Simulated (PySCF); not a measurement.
UHF on P³⁺ (phosphorus, charge +3)

Configuration: [Ne] 3s2, closed-shell 1S. Calculation: PySCF 2.14, in aug-cc-pCVQZ-DK; scalar relativity by spin-free X2C-1e.

```json
{
  "Total energy": "-339.379712 hartree",
  "One-electron energy": "-452.8677 hartree",
  "Hartree (Coulomb) energy": "135.2326 hartree",
  "Exchange energy": "-21.7446 hartree",
  "⟨S²⟩": "0.0000",
  "⟨L²⟩": "0.000",
  "Sum of ⟨r⟩": "7.504 bohr",
  "Sum of ⟨r²⟩": "8.909 bohr²",
  "Langevin diamagnetic susceptibility": "-7.06 ×10⁻⁶ cm³/mol"
}
```

```tsv
shell	electrons	mean orbital energy (eV)	rms radius, mean of both spins (bohr)
1s	2	-2222.3	0.120
2s	2	-244.26	0.558
2p	6	-185.62	0.538
3s	2	-50.000	1.81
```

Densities and radii are taken from the X2C orbitals without a picture-change correction, which distorts them close to the nucleus.
